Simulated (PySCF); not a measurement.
# EPR parameters of C6H9FN

Species: C6H9FN (doublet state).
Geometry (GFN2-xTB, Å), atoms numbered from 1 in this order:
```xyz
17
C6H9FN angstrom
C     -1.871    0.188   -0.642
C     -0.561   -0.415   -0.154
C     -0.278   -0.179    1.340
C      1.189   -0.019    1.437
C      1.834    0.000    0.117
F      2.485   -1.231   -0.158
C      0.668    0.152   -0.838
N      0.811    0.714   -1.947
H     -2.056   -0.078   -1.682
H     -1.844    1.274   -0.562
H     -2.702   -0.185   -0.048
H     -0.561   -1.494   -0.350
H     -0.793    0.730    1.681
H     -0.646   -0.991    1.976
H      1.728    0.009    2.364
H      2.619    0.751   -0.027
H     -0.029    0.785   -2.517
```

The hyperfine couplings belong to this conformer and change with its torsions.

As a line formula: `[H]/N=C1/[C@H](F)[CH]C[C@H]1C` [radical].

Computed, not measured: UKS B3LYP, pcH-1 on C F H N, non-relativistic, mean-field spin-orbit, GIAO (PySCF). Isolated species at its GFN2-xTB geometry (one conformer only). A GFN2-xTB geometry isn't a minimum of the functional, and hyperfine couplings can be far from their values at a DFT geometry. No stability test was run, so a lower SCF solution isn't excluded.

| Quantity | Value |
| --- | --- |
| g1, g2, g3 | 2.00208, 2.00220, 2.00290 |
| g_iso | 2.00239 |
| Form of g | close to axial: the two nearest values differ by 15 % of g3 − g1 |
| ⟨S²⟩ | 0.7540 (exact 0.7500) |
| α and β electrons | 31, 30 |
| HOMO–LUMO gap, α and β orbitals | 5.62, 4.54 eV |
| Total energy | -388.60118 Eh |
| Basis functions | 290 |

Isotropic coupling and dipolar principal values T1 to T3, in mT (MHz turned into mT with g_iso):

```
atom  isotope  a_iso     T1     T2    T3  Mulliken spin population
  C1      13C  -0.06  -0.01  -0.01  0.02                      0.00
  C2      13C   0.11  -0.04  -0.03  0.07                      0.01
  C3      13C  -1.16  -0.10   0.03  0.06                     -0.09
  C4      13C   2.98  -2.76  -2.75  5.51                      0.98
  C5      13C  -0.37  -0.07  -0.05  0.12                     -0.03
  F6      19F  11.09  -4.57  -4.25  8.82                      0.05
  C7      13C  -0.11  -0.10  -0.01  0.11                     -0.01
  N8      14N   0.04  -0.05  -0.04  0.09                      0.03
  H9       1H  -0.01  -0.03  -0.02  0.05                      0.00
 H10       1H   0.04  -0.05  -0.04  0.09                      0.00
 H11       1H   0.00  -0.04  -0.04  0.07                      0.00
 H12       1H  -0.19  -0.10  -0.08  0.18                      0.00
 H13       1H   4.93  -0.20  -0.12  0.32                      0.05
 H14       1H   3.58  -0.17  -0.12  0.30                      0.04
 H15       1H  -2.15  -1.30  -0.04  1.35                     -0.04
 H16       1H   1.63  -0.22  -0.08  0.30                      0.02
 H17       1H  -0.04  -0.07  -0.03  0.10                      0.00
```

The largest Mulliken spin populations are on C4 (+0.98) and C3 (-0.09). No atom but C4 exceeds +0.15. The positive populations add up to 1.18 and the negative ones to -0.18, together 2S = 1. The angles at C4 add up to 359.9°, so it is planar; its axial dipolar tensor and the negative coupling of its proton fit spin in a p orbital normal to that plane.

Axes: g3 points within 3° of the C4–C5 bond.

Under fast tumbling the dipolar parts average out, and these isotropic splittings remain (the largest six): 1 × 19F (F6, I = 1/2, 2 lines) with 11.09 mT, 1 × 1H (H13, I = 1/2, 2 lines) with 4.93 mT, 1 × 1H (H14, I = 1/2, 2 lines) with 3.58 mT, 1 × 1H (H15, I = 1/2, 2 lines) with 2.15 mT, 1 × 1H (H16, I = 1/2, 2 lines) with 1.63 mT and 1 × 1H (H12, I = 1/2, 2 lines) with 0.19 mT.

The 13C coupling of C4 (83.6 MHz) shows only in satellite lines or after enrichment, since that isotope makes up about 1.07 % of natural carbon.

β density exceeds α density at some nuclei, such as C3 (-0.0290), H15 (-0.0135) and C5 (-0.0092), spin density in bohr⁻³. In a single determinant that takes different orbitals for the two spins, that is spin polarisation.

Hardware: Arm Neoverse V2, one thread, shared host. Cost: 65 s (grids of density and orbitals included), 0.96 GiB resident at most.
